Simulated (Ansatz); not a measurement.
Calculated with Ansatz (gas phase, PBE0-D4/def2-TZVP geometries, no zero-point term in ΔE). CBS: MP2 limit from def2 TZ/QZ plus the TZ coupled-cluster correction, frozen cores. DFT in def2-TZVPP. One conformer a species, not always the lowest.

Consider the cleavage of the Si–B bond: `[SiH3]B1OCO1` + `OBOCF` → `FCOBO[SiH3]` + `B1OCO1`.

`[SiH3]B1OCO1`:

Cartesian coordinates in Å:
```
Si 1.574 0.587 -0.940
B -0.067 -0.023 0.058
O -0.382 -1.241 0.643
C -1.611 -0.600 0.966
O -1.251 0.636 0.358
H 1.405 0.315 -2.393
H 1.783 2.047 -0.753
H 2.775 -0.145 -0.458
H -1.758 -0.505 2.045
H -2.466 -1.070 0.475
```

`OBOCF`:

Z-matrix (Å, degrees):
```
C
F 1 1.369
O 1 1.380 2 109.5
H 1 1.092 2 107.8 3 117.9
H 1 1.095 2 107.6 3 -121.4
B 3 1.370 1 120.6 2 -92.0
O 6 1.348 3 119.3 1 175.3
H 6 1.196 3 121.3 1 -5.8
H 7 0.963 6 112.8 3 -1.9
```

`FCOBO[SiH3]`:

```xyz
12

F     1.781   -1.875   -1.276
C     0.719   -1.134   -1.718
O     0.307   -0.280   -0.714
B    -0.687   -0.648    0.154
O    -0.997    0.180    1.169
Si   -0.339    1.633    1.627
H    -0.075   -1.830   -2.004
H     1.058   -0.534   -2.565
H    -1.279   -1.678    0.000
H    -1.073    2.057    2.841
H     1.103    1.472    1.934
H    -0.518    2.638    0.550
```

`B1OCO1`:

```xyz
7

B     0.253   -1.029    0.106
O    -0.973   -0.394    0.126
C    -0.192    0.781   -0.080
O     1.050    0.080   -0.094
H     0.534   -2.176    0.223
H    -0.264    1.479    0.757
H    -0.408    1.259   -1.037
```

CCSD(T)/CBS gives -103.9 kJ/mol.

(1) Another level gave -105.5 kJ/mol. Which?
A. B2PLYP/def2-TZVPP
B. PBE0-D4/def2-TZVPP
C. ωB97X-V/def2-TZVPP
D. PBE-D4/def2-TZVPP

Largest T1 diagnostic among the species: 0.015.

Results:

(1) A. B2PLYP -105.5, ωB97X-V -99.8, PBE0-D4 -87.7, PBE-D4 -79.4 kJ/mol.

From PBE to PBE0 (25 % exact exchange), in def2-TZVPP and without D4, ΔE moves by −8.5 kJ/mol. In def2-TZVPP, CCSD(T) changes the Hartree–Fock value by +24.7 kJ/mol (the triples alone add +3.2 kJ/mol) and MP2 by +17.1 kJ/mol.
